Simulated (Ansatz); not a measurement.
The molecule IrS, multiplicity 6 (lowest of 2S+1 = 2, 4, 6 at CCSD(T)/def2-TZVPP on PBE0 minima; our sources give no spin for the ground state, which may be another). No spin–orbit coupling.

The constants come from a fifth-degree fit in 1/R (seven points, main isotopes). Runs in def2 and cc sets follow the lowest solution found near the PBE0 minimum.

The values were computed with Ansatz (an electronic-structure program).  In def2 rows elements past Kr take small-core potentials, without spin–orbit coupling.

### Question
What bond length and harmonic frequency does SVWN5/def2-TZVPP give?

### Answer
r_e = 2.160 Å, ω_e = 431 cm⁻¹.

### Question
What bond length and harmonic frequency does r2SCAN/def2-TZVPP give?

### Answer
r_e = 2.177 Å, ω_e = 424 cm⁻¹.

### Question
What bond length and harmonic frequency does BHLYP/def2-TZVPP give?

### Answer
r_e = 2.181 Å, ω_e = 421 cm⁻¹.
